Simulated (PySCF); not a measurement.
A database entry of computed molecular properties. Lists by class give the value and the number of equivalent atoms.

```json
{
 "formula": "C4H10FNSi",
 "smiles": "F[C@@H]([SiH3])[C@@H]1CCN1",
 "inchi": "InChI=1S/C4H10FNSi/c5-4(7)3-1-2-6-3/h3-4,6H,1-2H2,7H3/t3-,4-/m0/s1",
 "charge": 0,
 "multiplicity": 1,
 "geometry_level": "GFN2-xTB",
 "atoms_angstrom": [
  ["F", -1.638, -1.199, -1.407],
  ["C", -1.147, 0.002, -0.901],
  ["Si", -1.99, 0.371, 0.788],
  ["C", 0.371, -0.07, -0.855],
  ["C", 1.021, -1.063, 0.122],
  ["C", 1.816, 0.132, 0.662],
  ["N", 0.941, 1.04, -0.087],
  ["H", -1.439, 0.762, -1.637],
  ["H", -1.321, 1.495, 1.425],
  ["H", -1.96, -0.842, 1.606],
  ["H", -3.387, 0.688, 0.478],
  ["H", 0.77, -0.177, -1.875],
  ["H", 1.603, -1.859, -0.333],
  ["H", 0.323, -1.486, 0.838],
  ["H", 2.864, 0.135, 0.342],
  ["H", 1.771, 0.306, 1.739],
  ["H", 1.395, 1.776, -0.615]
 ],
 "electronic_structure_code": "PySCF",
 "results": {
  "GFN2-xTB geometry": {
   "point_group": "C1",
   "rotational_constants_GHz": [3.11, 1.648, 1.327]
  },
  "CAM-B3LYP/def2-SVPD ground state and vertical TDDFT (core frozen in the response)": {
   "dipole_D": 2.51,
   "homo_eV": -8.22,
   "lumo_eV": 1.19,
   "S1_eV": 6.12,
   "strongest_line_of_8_singlets_eV": 7.65,
   "T1_tda_eV": 5.84,
   "polarisability_au": 80.1,
   "r2_bohr2_about_centre_of_nuclear_charge": 984.7,
   "singlets_eV_and_f": [
    [6.12, 0.001],
    [6.9, 0.013],
    [7.04, 0.005],
    [7.31, 0.026],
    [7.62, 0.002],
    [7.65, 0.044],
    [7.78, 0.006],
    [7.89, 0.015]
   ],
   "triplets_tda_eV": [5.84, 6.7, 6.88]
  },
  "PBE0/pcSseg-1 ground state and GIAO shieldings, non-relativistic": {
   "shift_vs_computed_TMS_C_by_class_ppm": [
    [94.7, 1],
    [60.5, 1],
    [45.8, 1],
    [23.4, 1]
   ],
   "shift_vs_computed_TMS_H_by_class_ppm": [
    [5.15, 1],
    [4.56, 1],
    [4.18, 3],
    [3.87, 1],
    [3.58, 1],
    [2.46, 1],
    [2.28, 1],
    [0.81, 1]
   ],
   "shielding_other_nuclei_by_class_ppm": [
    ["N", 223.9, 1],
    ["F", 430.0, 1],
    ["Si", 432.7, 1]
   ],
   "charges_hirshfeld_e_by_atom": [-0.12, -0.03, 0.29, 0.01, -0.07, -0.02, -0.16, 0.04, -0.07, -0.07, -0.08, 0.03, 0.05, 0.04, 0.04, 0.04, 0.11]
  }
 }
}
```

The rotational constants make it an asymmetric top with κ = (2B − A − C)/(A − C) = -0.64, nearer the prolate limit (−1). The principal polarisabilities are 74.0, 77.9 and 88.2 au; their mean is the isotropic value. With B = h/(8π²I), that is 505.379 GHz u Å² over I, the principal moments of inertia are 162.5, 306.7 and 380.9 u Å² (most abundant isotopes); the inertial defect Ic − Ia − Ib is -88.3 u Å² (zero for a rigid planar frame, negative otherwise). S1 lies 3.29 eV below the HOMO–LUMO gap; its leading configuration is HOMO→LUMO, weight 0.75. The vertical singlet–triplet gap S1 − T1 is 0.28 eV (TDDFT singlet less Tamm–Dancoff triplet; S1: HOMO→LUMO, weight 0.75; T1: HOMO→LUMO, weight 0.66).

The structure is a single GFN2-xTB conformer in the gas phase; no vibrational or solvent corrections. GFN2-xTB frequencies show an imaginary mode (59i cm⁻¹), so this geometry is no minimum at that level. NMR classes are plain means over equivalent atoms (diastereotopic ones count apart unless rotation or inversion swaps them), as if these changed places fast; in this geometry the members of some classes differ.

Shape of the structure used: `[F:1][C@@H:2]([SiH3:3])[C@@H:4]1[CH2:5][CH2:6][NH:7]1`: F1–C2–C4–C5 -67°.
